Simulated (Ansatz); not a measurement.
Cost and result for the atomization energy of C₂H₇AlBClO (13 atoms, 13 bonds).

Cartesian coordinates in Å:
```
C 0.809 -1.290 -1.317
Al -0.154 0.401 -1.289
C -0.776 1.116 0.462
Cl 0.890 1.935 0.315
B -0.878 0.132 1.636
O 0.169 -0.305 2.370
H 1.127 -1.605 -0.320
H 1.694 -1.238 -1.957
H 0.172 -2.084 -1.722
H -0.575 1.235 -2.567
H -1.516 1.908 0.380
H -1.955 -0.341 1.873
H 0.994 0.137 2.138
```

Charge 0, multiplicity 1. The bonds changed during the relaxation, so this is another structure than the one it started from. All single points use the PBE0-D4/def2-TZVP geometry. It is one conformer, not always the lowest. Program: Ansatz. All runs use 2 threads of an AMD EPYC 7R13 on a shared host and a share of an NVIDIA H100 80 GB. Times are those of one run each, without the atoms' runs, and a repeat can differ threefold. Electronic energies, without spin–orbit coupling; frozen cores. CCSD(T)/CBS adds CCSD(T) − MP2 in def2-TZVPP to the MP2 limit, and its time is that of the two runs behind it. T1 = 0.012. B3LYP takes the VWN-RPA correlation (the form of Gaussian; ORCA's B3LYP/G).

CCSD(T)/CBS is a level of theory with its own doubt, some kJ/mol a heavy atom from the limit and from the frozen cores, so smaller differences don't rank the functionals.

```tsv
level	functions	wall time	atomization (kcal/mol)	difference from CCSD(T)/CBS	per bond
PBE-D4/def2-TZVPP (with forces)	306	1.8 s	1155.2	21.0	1.6
PBE0-D4/def2-TZVPP	306	1.9 s	1138.4	4.2	0.3
r2SCAN-D4/def2-TZVPP (with forces)	306	2.1 s	1144.1	9.9	0.8
B2PLYP/def2-TZVPP	306	2.2 s	1121.9	-12.3	-0.9
B3LYP-D4/def2-TZVPP (with forces)	306	2.5 s	1133.2	-1.0	-0.1
ωB97X-V/def2-TZVPP	306	2.7 s	1137.1	2.9	0.2
ωB97M-V/def2-TZVPP (with forces)	306	2.8 s	1141.1	6.9	0.5
CCSD(T)/def2-TZVPP	306	4 s	1106.4	-27.8	-2.1
MP2/def2-QZVPP	578	4.5 s	1144.1	9.9	0.8
CCSD(T)/CBS(def2)	–	8.5 s	1134.2	0.0	0.0
```

The D4 term adds +11.7 kcal/mol with B3LYP and +6.2 kcal/mol with PBE0; it sums over pairs of atoms, weighted by their polarisabilities, and B3LYP, whose exchange is more repulsive, gets the larger term. In def2-TZVPP, CCSD(T) changes the Hartree–Fock value by +259.8 kcal/mol (the triples alone add +16.8 kcal/mol) and MP2 by +281.1 kcal/mol; breaking electron pairs costs correlation energy, which Hartree–Fock lacks. From PBE to PBE0 (25 % exact exchange), in def2-TZVPP and without D4, the atomization energy moves by −15.8 kcal/mol: exact exchange takes away binding that semilocal exchange gives to molecules.
